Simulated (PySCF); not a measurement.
PySCF 2.14 output of an unrestricted PBE0 calculation on a single atom or ion in def2-QZVPPD with the def2 core potential (28 electrons), with a scalar-relativistic core potential:

```
SCF conv_tol = 1e-09
number electrons alpha = 5  beta = 4
    C. Adamo and V. Barone.,  J. Chem. Phys. 110, 6158 (1999)
    M. Ernzerhof and G. E. Scuseria.,  J. Chem. Phys. 110, 5029 (1999)
cycle= 1 E= -30.4714041601356  delta_E= -0.00139  |g|= 0.00889  |ddm|= 0.404
cycle= 2 E= -30.4714540405594  delta_E= -4.99e-05  |g|= 0.00253  |ddm|= 0.0572
cycle= 3 E= -30.4714573521791  delta_E= -3.31e-06  |g|= 0.000199  |ddm|= 0.0161
cycle= 4 E= -30.4714574277411  delta_E= -7.56e-08  |g|= 6.73e-06  |ddm|= 0.00534
cycle= 5 E= -30.4714574278139  delta_E= -7.28e-11  |g|= 8.98e-07  |ddm|= 0.000139
converged SCF energy = -30.4714574278139  <S^2> = 0.75015244  2S+1 = 2.0001524
```

The run itself started from symmetry-adapted Hartree-Fock orbitals and held the occupation by maximum overlap, on a logarithmic radial grid, so the iterations belong to that start.

**Question.** Which element, charge and spin multiplicity is this?

**Answer.** Sr⁺ (strontium, charge +1), multiplicity 2; the state was [Kr] 5s1, 2S determinant.

Energies and moments cover only the electrons outside the core potential.
